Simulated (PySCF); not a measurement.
# Bonding in `C[C@@H]1C[Si@@H](C(N)=O)O1`

Compound: C₄H₉NO₂Si.
Numbering: `[CH3:1][C@@H:2]1[CH2:3][Si@@H:4]([C:5]([NH2:6])=[O:7])[O:8]1` (hydrogens: H9, H10, H11 on C1; H12 on C2; H13, H14 on C3; H15 on Si4; H16, H17 on N6)

Cartesian coordinates in Å at the GFN2-xTB level; atoms count from 1:
```
atom  x, y, z in Å
C1    -2.0051   -0.1524   -1.5024
C2    -0.6590    0.3098   -0.9885
C3     0.3952   -0.8020   -0.9134
Si4    0.1605   -0.6157    0.9715
C5     1.5516   -0.0118    2.1377
N6     1.8536    1.3022    2.0656
O7     2.1297   -0.7701    2.8902
O8    -0.7432    0.6597    0.4060
H9    -2.7451    0.6333   -1.3729
H10   -1.9333   -0.4040   -2.5573
H11   -2.3251   -1.0277   -0.9434
H12   -0.3291    1.1987   -1.5343
H13    1.3525   -0.5100   -1.3343
H14    0.0787   -1.7322   -1.3717
H15   -0.6159   -1.6829    1.5969
H16    2.5408    1.6914    2.6942
H17    1.2861    1.9258    1.5191
```

Bond orders from the PBE0/pcSseg-1 density (PySCF). One conformer (not necessarily the lowest) at the GFN2-xTB geometry, without solvent, vibrations or thermal averaging.

Where do the orders between heavy atoms depart from those drawn in the SMILES?

The largest departure is 0.186, at C5–N6 (drawn single, 1.186). Drawn single, order above 1.12: C5–N6 (1.186). Drawn single, order below 0.88: Si4–C5 (0.823) and O8–C2 (0.856).

Set the Mayer orders of the bonds beside their lengths.

```tsv
bond	drawn as	length (Å)	Mayer order
C1–C2	single	1.513	1.034
C2–C3	single	1.534	0.965
C3–Si4	single	1.909	0.927
Si4–C5	single	1.913	0.823
C5–N6	single	1.350	1.186
C5–O7	double	1.215	1.851
Si4–O8	single	1.662	0.980
O8–C2	single	1.440	0.856
C1–H9	single	1.087	0.961
C1–H10	single	1.087	0.956
C1–H11	single	1.087	0.956
C2–H12	single	1.094	0.946
C3–H13	single	1.086	0.946
C3–H14	single	1.084	0.954
Si4–H15	single	1.460	0.906
N6–H16	single	1.009	0.924
N6–H17	single	1.005	0.927
```

Bonds between the same two heavy elements. C–C: lowest C2–C3 (0.965, 1.534 Å), highest C1–C2 (1.034, 1.513 Å). C–Si: lowest Si4–C5 (0.823, 1.913 Å), highest C3–Si4 (0.927, 1.909 Å). C–O: lowest O8–C2 (0.856, 1.440 Å), highest C5–O7 (1.851, 1.215 Å).

Sum the orders of all bonds at each heavy atom with more than one neighbour and set the sums beside the valence in the SMILES.

C1 3.907 (drawn 4), C2 3.801 (drawn 4), C3 3.792 (drawn 4), Si4 3.636 (drawn 4), C5 3.860 (drawn 4), N6 3.037 (drawn 3), O8 1.836 (drawn 2). Orders between atoms that aren't bonded are not in these sums.

For a closed shell the Mayer order of atoms A and B is Σ (PS)μν (PS)νμ over the basis functions μ on A and ν on B, with P the density and S the overlap matrix.

These values come from a run that also computed NMR shieldings. On an Intel Xeon at 2.50 GHz with one thread, no GPU, shared host with 64 logical CPUs at a one-minute load of 49, this took 1.7 min wall, 81 s CPU and 0.84 GiB of memory at its peak.
